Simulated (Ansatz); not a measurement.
Consider the ligand exchange at the Si–O bond: `[SiH3][O][GeH2][SiH3]` + `[SiH3][NH][GeH3]` → `[SiH3][N]([SiH3])[GeH3]` + `[OH][GeH2][SiH3]`.

Program: Ansatz. Geometries: PBE0-D4/def2-TZVP. ΔE: electronic, gas phase. CCSD(T)/CBS is the MP2 limit (def2-TZVPP, def2-QZVPP) plus CCSD(T) − MP2 in def2-TZVPP, frozen cores. DFT in def2-TZVPP. For Ge outer-core shells are correlated without core-valence functions, which leaves a few kJ/mol of doubt a bond. Scalar relativity is left out up to krypton. One conformer a species, not always the lowest.

CCSD(T)/CBS gives +42.8 kJ/mol.

**Question.** Another level gave +43.3 kJ/mol. Which?
A. HF/def2-TZVPP
B. PBE0/def2-TZVPP
C. B2PLYP/def2-TZVPP
D. PBE-D4/def2-TZVPP

**Answer.** B. PBE0 43.3, B2PLYP 50.0, PBE-D4 35.9, HF/def2-TZVPP 65.3 kJ/mol.

Largest T1 diagnostic among the species: 0.012.

In def2-TZVPP, CCSD(T) changes the Hartree–Fock value by −22.0 kJ/mol (the triples alone add −3.4 kJ/mol) and MP2 by −23.2 kJ/mol. The D4 term adds −7.4 kJ/mol with B3LYP and −3.9 kJ/mol with PBE0; it sums over pairs of atoms, weighted by their polarisabilities, and B3LYP, whose exchange is more repulsive, gets the larger term.

B3LYP here is the variant with VWN-RPA as its local correlation; programs differ in this.
